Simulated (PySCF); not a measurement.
**Excitation energy of In by level of theory**

In [Kr] 4d10 5s2 5p1 (2P) → In [Kr] 4d10 5s1 5p2 (4P), as a difference of total energies. Calculation: PySCF 2.14, in aug-cc-pVTZ-PP with one added diffuse shell each of d, f type with ECP28MDF (6s5p5d3f, 67 functions); scalar relativity through the core potential. Correlated levels: valence: 4s2 4p6 4d10 frozen. The calculations carry no spin-orbit coupling.

```tsv
method	excitation energy (eV)	error (eV)
UHF	2.890	-1.460
LDA	4.963	+0.613
PBE	4.716	+0.366
PBE0	4.366	+0.016
r2SCAN	4.284	-0.066
BLYP	5.045	+0.695
PW91	4.718	+0.368
LC-wPBE	3.989	-0.361
revPBE	4.608	+0.258
MP2 (valence)	3.517	-0.833
SCS-MP2 (valence)	3.758	-0.592
```

Reference: 4.350 eV (measured; NIST levels, between the centres of gravity of the two terms).

Errors of the correlated levels include the incompleteness of this basis and the frozen core.
